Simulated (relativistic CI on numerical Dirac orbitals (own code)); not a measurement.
# Sensitivity of the levels of Se⁶⁺ to α and to the nuclear radius

These numbers are calculated, not measured: Dirac-Coulomb-Breit CI, KLI orbitals optimised for each configuration, derivatives by finite differences, unscaled Slater integrals, QED left out (own radial code, finite nucleus).

CI space (outside the closed core [Ar]): 3d10, 3d9 4s, 3d9 4p, 3d9 4d, 3d9 4f, 3d8 4s2, 3d8 4s 4p, 3d8 4p2. Levels of other configurations are missing.

With x = (α/α₀)² − 1 an excitation energy changes as ω = ω₀ + qx; K = 2q/ω₀ is the relative enhancement. Terms are leading LS components, so labels can repeat. The field-shift factor is F = δν/δ⟨r²⟩ for the transition from the lowest level.

Lowest level 3d10 1S_0.

```
       Level  ω₀ (cm⁻¹)  q (cm⁻¹)  F (GHz/fm²)
 3d9 4s 3D_3     432003    -21460         9.51
 3d9 4s 3D_2     434495    -20200         9.48
 3d9 4s 3D_1     438935    -14610         9.55
 3d9 4s 1D_2     442988    -15560         9.39
3d9 4p 3P°_2     549558    -15810         2.02
3d9 4p 3F°_3     554700    -17140         2.02
3d9 4p 3P°_1     556309     -8824         2.02
3d9 4p 3F°_4     558797    -11000         1.98
3d9 4p 3F°_2     559394    -11090         2.05
3d9 4p 3P°_0     560293     -4134         2.02
3d9 4p 1F°_3     566684     -9152            2
3d9 4p 1D°_2     566735    -12220         2.01
3d9 4p 3D°_3     569413     -6663         2.01
```

At this charge configurations can still be misplaced by up to about 7 % of their energy.

(1) Which transition from the lowest level has the largest |K|?

Results:

(1) 3d9 4s 3D_3 at 432003 cm⁻¹, K = -0.0993.
